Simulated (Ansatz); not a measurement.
A search over several starts for the lowest SCF solution of the cluster K3⁺ at the given spin, in a small basis.

```yaml
crystal:
  periodic: [false, false, false]
  atoms:
    - {symbol: K, position_ang: [-0.086682, 0.851726, -2.391105]}
    - {symbol: K, position_ang: [-2.089652, -0.947787, 1.086207]}
    - {symbol: K, position_ang: [2.176335, 0.096051, 1.304898]}
basis:
  gaussian: {orbitals: def2-SVP}
total_charge: 1
magnetization: {spin_polarized: true, initial_magnetization: 0}
hamiltonian: {xc: pbe0}
output: {orbitals: {seedname: orbitals}}
```

```sh
$ ansatz run in.yaml --threads 4 --pin off --events-out ev --progress --plain --max-ram 3916MiB
```

It prints (some lines left out):

```
Functional definition: PBE0
684 factors; integrals over basis functions are off by at most 7.9e-4 eV
mean field evaluation 1: about -48950.0478 eV, gradient 6.1e0 eV
mean field evaluation 2: about -48950.2367 eV, gradient 3.7e0 eV
mean field evaluation 4: about -48950.3373 eV, gradient 4.5e-2 eV
mean field evaluation 8: about -48950.3548 eV, gradient 3.4e-3 eV
mean field evaluation 16: about -48950.2826 eV, gradient 5.9e-1 eV
mean field -48950.35479033 eV, -1798.8923588025 hartree, gradient 1.1e-5 eV, S^2 0.000000; 2 other end points of the search recorded, 0 dependent functions left out
reference -48950.35484612 eV, -1798.8923608526 hartree; 28, 28 occupied and 44, 44 virtual orbitals, 684 factors
Total energy: -48950.35484612 eV, -1798.8923608526 hartree
```

It took 1.1 s on 4 threads of Intel Xeon 6975P-C on a shared host.

The structure comes from a short search, and lower isomers may exist.
